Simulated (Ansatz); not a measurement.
A search over several starts for the lowest SCF solution of the cluster ZrSe₂ at the given spin, in a small basis.

```yaml
crystal:
  periodic: [false, false, false]
  atoms:
    - {symbol: Zr, position_ang: [-0.777534, -0.828182, -0.043103]}
    - {symbol: Se, position_ang: [1.620043, -0.737140, -0.069642]}
    - {symbol: Se, position_ang: [-0.842509, 1.565321, 0.112755]}
basis:
  gaussian: {orbitals: def2-SVP, initial_orbitals: start.molden}
magnetization: {spin_polarized: true, initial_magnetization: 2}
hamiltonian: {xc: pbe0, dispersion: d4}
output: {orbitals: {seedname: orbitals}}
```

The file start.molden holds the orbitals of an earlier run on this structure, at another level or in another basis.

```sh
$ ansatz run in.yaml --threads 4 --pin off --events-out ev --progress --plain --max-ram 3916MiB
```

Shortened log:

```
Functional definition: PBE0
944 factors; integrals over basis functions are off by at most 6.8e-4 eV
mean field evaluation 1: about -131948.3791 eV, gradient 6.5e0 eV
mean field evaluation 2: about -131948.4857 eV, gradient 2.4e-1 eV
mean field evaluation 4: about -131948.5045 eV, gradient 7.9e-3 eV
mean field evaluation 8: about -131947.1227 eV, gradient 1.5e1 eV
mean field evaluation 16: about -131948.5044 eV, gradient 5.1e-2 eV
mean field evaluation 32: about -131948.5045 eV, gradient 3.3e-5 eV
mean field -131948.50451659 eV, -4849.0181030759 hartree, gradient 3.0e-5 eV, S^2 2.018225; 6 other end points of the search recorded, 0 dependent functions left out
reference -131948.50455211 eV, -4849.0181043815 hartree; 41, 39 occupied and 54, 56 virtual orbitals, 944 factors
Total energy: -131948.60979247 eV, -4849.0219718931 hartree
```

Hardware: 4 threads of Intel Xeon Platinum 8259CL on a shared host. Wall time 5.5 s.

In the def2 sets Zr takes a core potential; there is no spin–orbit coupling. At PBE0-D4/def2-TZVP a singlet of charge 0 lies 0.87 eV below the triplet, each at its own geometry. The structure comes from a short search, and lower isomers may exist.
